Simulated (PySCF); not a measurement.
## Which orbitals make which state

Compound: C5H10N2Si.
SMILES with atom numbers: `[CH2:1]=[CH:2][C:3]1=[N:4][N:5]([SiH3:6])[CH2:7][CH2:8]1` (hydrogens: H9, H10 on C1; H11 on C2; H12, H13, H14 on Si6; H15, H16 on C7; H17, H18 on C8)

Geometry (GFN2-xTB, Å), atoms numbered from 1 in this order:
```
atom  x, y, z in Å
C1     3.250    0.469   -0.367
C2     2.067    0.981   -0.704
C3     0.804    0.358   -0.438
N4    -0.311    0.894   -0.783
N5    -1.352    0.132   -0.427
Si6   -2.986    0.582   -0.776
C7    -0.915   -1.094    0.248
C8     0.612   -0.976    0.266
H9     3.342   -0.475    0.143
H10    4.169    0.982   -0.592
H11    2.001    1.931   -1.216
H12   -3.729    0.613    0.491
H13   -2.881    1.880   -1.419
H14   -3.585   -0.449   -1.635
H15   -1.351   -1.133    1.250
H16   -1.268   -1.963   -0.313
H17    1.021   -0.945    1.277
H18    1.103   -1.781   -0.282
```

Method: TDDFT wB97X-D/def2-SVPD, vertical, gas phase, core orbitals frozen in the response in PySCF.

Orbital energies (eV): HOMO-3 -11.69, HOMO-2 -10.15, HOMO-1 -10.02, HOMO -7.41, LUMO 0.94, LUMO+1 2.04, LUMO+2 2.32.

Computed singlets:

| state | E (eV) | f |
| --- | --- | --- |
| S1 | 4.72 | 0.610 |
| S2 | 5.46 | 0.0006 |
| S3 | 5.84 | 0.0011 |
| S4 | 5.96 | 0.0002 |
| S5 | 6.51 | 0.0005 |
| S6 | 6.59 | 0.043 |
| S7 | 6.75 | 0.056 |
| S8 | 6.98 | 0.0066 |

**Question.** Assign a leading configuration to S1, S2 and S3 and set E beside the orbital difference Δε.

**Answer.** 

```csv
state,leading configuration,weight,Δε (eV),E (eV),E − Δε (eV),f,other configurations
S1,HOMO→LUMO,0.96,8.35,4.72,-3.63,0.610,–
S2,HOMO→LUMO+1,0.89,9.45,5.46,-4.00,0.0006,–
S3,HOMO-1→LUMO,0.94,10.96,5.84,-5.12,0.0011,–
```

E − Δε runs from -5.12 to -3.63 eV. Among themselves, these states come in the order of their orbital differences.

H and L stand for HOMO and LUMO. The other states: S4 5.96 eV, f 0.0002, H→L+2 (40%), H→L+3 (38%), H→L+4 (12%); S5 6.51 eV, f 0.0005, H→L+4 (58%), H→L+2 (25%); S6 6.59 eV, f 0.043, H→L+3 (53%), H→L+2 (20%), H→L+4 (17%); S7 6.75 eV, f 0.056, H→L+6 (70%), H→L+8 (23%); S8 6.98 eV, f 0.0066, H→L+5 (80%).

**Question.** Which computed triplets share their leading configuration (75% or more) with a singlet, and how far apart are the partners?

**Answer.** 

```tsv
configuration	triplet	E(T) (eV)	singlet	E(S) (eV)	E(S) − E(T) (eV)
HOMO→LUMO	T1	2.78	S1	4.72	+1.94
HOMO-1→LUMO	T3	5.05	S3	5.84	+0.79
```

The 3 triplets are Tamm–Dancoff values, the singlets full response.

Summed over the main configurations (up to three a state, each over 8%) of all 8 singlets, the electron leaves HOMO with weight 6.23 and HOMO-1 with weight 0.94.

One conformer stands for the species.
